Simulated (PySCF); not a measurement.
# Spectroscopy problems

[PySCF: coordinates at the PBE0-D3(BJ)/def2-SVP level; NMR shieldings at PBE0/pcSseg-1/GIAO; single conformer; rapidly exchanging positions averaged; relativity neglected; no solvent model]

Shifts are taken against calculated references (same method and geometry level): TMS for $^{1}$H (σ = 31.27 ppm), $^{13}$C (σ = 184.41 ppm). Splittings of carbon signals by F and P are missing where no couplings were computed. Where no couplings were computed, multiplicities follow the n + 1 count of equivalent neighbours, and m marks all less simple cases (inequivalent or close neighbours, rings, F or P nearby). Shifts are as computed. Against solution values, carbons near 30 ppm lie about +2 ppm off and those near 130 ppm about +5 ppm. Of 1313 compounds with measured shifts, 239 miss one by over three times the rms of a fit or turn the order of signals round; such compounds aren't used in these exercises.

(1) C7H9OPS. $^{1}$H NMR (600 MHz, computed): δ 7.55 (m, 1H), 7.51 (m, 1H), 6.62 (m, 1H), 1.83 (m, 1H), 1.72 (m, 1H), 1.40 (m, 3H), 0.97 (m, 1H). $^{13}$C{$^{1}$H} NMR (computed): δ 151.7 (CH), 149.2 (C), 132.7 (CH), 118.0 (CH), 22.6 (CH2), 21.7 (CH), 13.9 (CH3). Identify the compound.

(2) C8H10NP. $^{1}$H NMR (400 MHz, computed): δ 8.62 (m, 2H), 7.20 (m, 2H), 6.18 (m, 1H), 6.14 (m, 1H), 4.77 (m, 1H), 1.95 (m, 3H). $^{13}$C{$^{1}$H} NMR (computed): δ 155.2, 154.6, 152.0, 142.1, 130.3, 27.8. Identify the compound.

## Answers

(1) SMILES S=[P@]1(c2ccco2)[C@H](C)C1. 7 carbon signals for 7 carbons: no two carbons are equivalent. Carbon types of the structure: 1 × C, 4 × CH, 1 × CH2, 1 × CH3, which accounts for all hydrogens. δC 151.7: aromatic CH next to the ring oxygen. δC 149.2: substituted aromatic carbon next to the ring oxygen. δC 132.7, 118.0: aromatic CH. δH 7.51: hydrogen on an aromatic CH next to the ring oxygen; ring-current deshielding.

This is the structure that produced the data.

(2) SMILES C1=CN=CC=C1PC(=C)C. 6 carbon signals for 8 carbons: some carbons are equivalent by symmetry or fast rotation. Carbon types of the structure: 2 × C, 4 × CH, 1 × CH2, 1 × CH3, leaving 1 H on heteroatoms. δC 155.2: aromatic CH next to a ring nitrogen; the adjacent pyridine-type nitrogen withdraws density from it. δC 152.0: fully substituted alkene carbon; as expected for a trigonal carbon in a double bond. δC 130.3: aromatic CH; the aromatic region. δH 8.62: hydrogen on an aromatic CH next to a ring nitrogen; ring current plus the neighbouring ring nitrogen.

This is the structure that produced the data.
